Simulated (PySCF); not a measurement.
# Dipole moment and polarisability across levels of theory

Compound: bromine monofluoride, BrF.
Bonds: F1–Br2.

PySCF, dipoles from the SCF density, polarisabilities from static response with core orbitals frozen. Geometry: PBE0-D3(BJ)/def2-SVP; no solvent, vibrations or thermal averaging. Relativistic effects, spin–orbit coupling among them, are left out although an element past zinc is present.

Reference dipole: 1.422 D (measured, gas; NIST CCCBDB Release 22 (SRD 101), experimental dipoles). Reference dipole: 1.422 D (measured, gas; Liu, Meijer, Perez-Rios, Phys. Chem. Chem. Phys. 22 (2020) 24191). Errors are taken against the first value of each kind. The anisotropy is √(½[(α1 − α2)² + (α2 − α3)² + (α3 − α1)²]).

```
              level  μ (D)  error (%)  α (au)  anisotropy (au)
      LDA/def2-SVPD  1.335       -6.1   24.81             6.01
      PBE/def2-SVPD  1.291       -9.2   24.97             6.04
    B3LYP/def2-SVPD  1.447       +1.8   24.34             6.54
     PBE0/def2-SVPD  1.426       +0.3   24.05             6.53
BHandHLYP/def2-SVPD  1.607      +13.0   23.49             7.08
CAM-B3LYP/def2-SVPD  1.530       +7.6   23.99             6.78
  wB97X-D/def2-SVPD  1.485       +4.4   24.12             6.67
  LC-wPBE/def2-SVPD  1.545       +8.6   23.56             6.80
       HF/def2-SVPD  1.795      +26.3   22.90             7.72
        PBE0/6-31G*  1.384       -2.7   14.87             9.15
      PBE0/def2-SVP  1.578      +11.0   14.73             9.52
   PBE0/aug-cc-pVDZ  1.352       -4.9   22.52             7.47
     PBE0/def2-TZVP  1.426       +0.3   18.67            10.04
    PBE0/def2-TZVPD  1.349       -5.1   24.35             6.59
   PBE0/aug-cc-pVTZ  1.344       -5.5   24.06             6.74
```

For the dipole, the smallest error is 0.3% (PBE0/def2-SVPD and PBE0/def2-TZVP) and the largest 26.3% (HF/def2-SVPD). The dipole runs from 1.29 D (PBE/def2-SVPD) to 1.80 D (HF/def2-SVPD). No reference polarisability is at hand; against PBE0 in the largest diffuse basis at hand (aug-cc-pVTZ) the other PBE0 rows deviate by 6-31G* -38%, def2-SVP -39%, aug-cc-pVDZ -6%, def2-SVPD 0%, def2-TZVP -22%, def2-TZVPD +1%. In one basis (def2-SVPD) the functionals order the polarisability from HF (lowest) to PBE (highest), a spread of 9%. With PBE0 the polarisability is 16.09 au without diffuse functions (mean of 6-31G*, def2-SVP and def2-TZVP) and 23.74 au with them (mean of aug-cc-pVDZ, def2-SVPD, def2-TZVPD and aug-cc-pVTZ). Measured values can belong to vibrating molecules; the computed ones are for one fixed geometry.
